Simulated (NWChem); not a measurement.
## Correlation energy of H4Al (-1)

```xyz
5

Al     0.0000     0.0000     0.0000
H      0.0000    -1.3442    -0.9505
H      0.0000     1.3442    -0.9505
H      1.3443     0.0000     0.9505
H     -1.3443     0.0000     0.9505
```
Charge -1, spin multiplicity 1.

The numbers come from NWChem runs, not from measurements. The geometry was optimised at B3LYP/def2-SVP, a minimum by its harmonic frequencies.

Basis set: aug-cc-pVTZ. Each correlation energy counts from its own Hartree-Fock reference.

The correlated methods keep 5 core orbitals frozen. The structure started from a generated list of species. The anion's geometry comes from a basis without diffuse functions. No row is a measurement; the coupled-cluster row has its own basis-set and correlation limits.

**Question.** Order these methods by the correlation energy they give, lowest first: MP2, SCS-MP2, CR-CCSD[T], CCSD.

**Answer.** CR-CCSD[T] (-165.0 mHa), CCSD (-162.2 mHa), SCS-MP2 (-150.7 mHa), MP2 (-132.5 mHa)
